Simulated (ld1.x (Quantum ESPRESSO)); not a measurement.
barium, TM semilocal: configuration errors across variants

Ba, norm-conserving Troullier–Martins (semilocal form), made with ld1.x (Quantum ESPRESSO) 7.5 (LDA (PZ), scalar-relativistic). Core [Xe], reference 5d0 6s1.75 6p0.25. Waves: 6s (bound): rc 3.75 bohr; 5d (bound, empty): rc 3.60 bohr; 6p (bound): rc 3.55 bohr. Local part: the p channel. Core correction: Bessel-smoothed model core inside 2.35 bohr.

All-electron excitation energies from the reference (eV): (1) 5d0 6s2 6p0 -0.520; (2) 5d0 6s1 6p0 5.023; (3) 5d0 6s1.5 6p0 1.691; (4) 5d0 6s0 6p2 3.847; (5) 5d0.5 6s1.5 6p0 0.123; (6) 5d1 6s1 6p0 0.829; (7) 5d0 6s0 6p1 7.730; (8) 5d0 6s1.75 6p0.25 spin -0.019; (9) 5d0 6s1 6p0 spin 4.876.

Spin tests fill each open shell by Hund’s rule, majority spin first.

A semilocal file is local in each channel, so a ghost entry of none says nothing of the separable form that plane-wave codes build from it.

Tests that are not counted but printed errors over 1 eV. “all radii but the core radius scaled by about 0.88 (s 3.30, p 3.12, d 3.18 bohr)”: 5d0 6s0 6p2 (solver errors, printed error -11.4 eV); 5d0 6s0 6p1 (solver errors, printed error -7.5 eV).

1 further variants failed, have other tests or too few solved ones, and are left out.

Errors AE − PS in meV (a dash: test not solved or not reliable):

```csv
change,(1),(2),(3),(4),(5),(6),(7),(8),(9),bound ghosts
base,-0.2,-4.7,-0.4,+4.0,-14,-44,+37,0.0,-7.3,none
"all radii but the core radius scaled by about 0.88 (s 3.30, p 3.12, d 3.18 bohr)",-0.3,-4.1,-0.4,–,-11,-36,–,0.0,-8.4,none
"all radii but the core radius scaled by about 1.19 (s 4.46, p 4.22, d 4.28 bohr)",-0.4,-3.6,0.0,-22,-13,-38,-20,+0.1,-7.2,none
"all radii but the core radius scaled by about 1.24 (s 4.66, p 4.40, d 4.46 bohr)",-0.5,-3.3,+0.2,-30,-11,-31,-30,+0.1,-8.2,none
"all radii but the core radius scaled by about 1.40 (s 5.24, p 4.96, d 5.02 bohr)",-0.8,-2.2,+0.8,-58,-3.1,-5.9,-64,0.0,-11,none
```

(1) Give the same row for: all radii but the core radius scaled by about 1.06 (s 3.98, p 3.76, d 3.82 bohr).

Answers

(1) -0.2, -4.5, -0.3, -1.1, -14, -44, +16, 0.0, -6.9; bound ghosts: none.
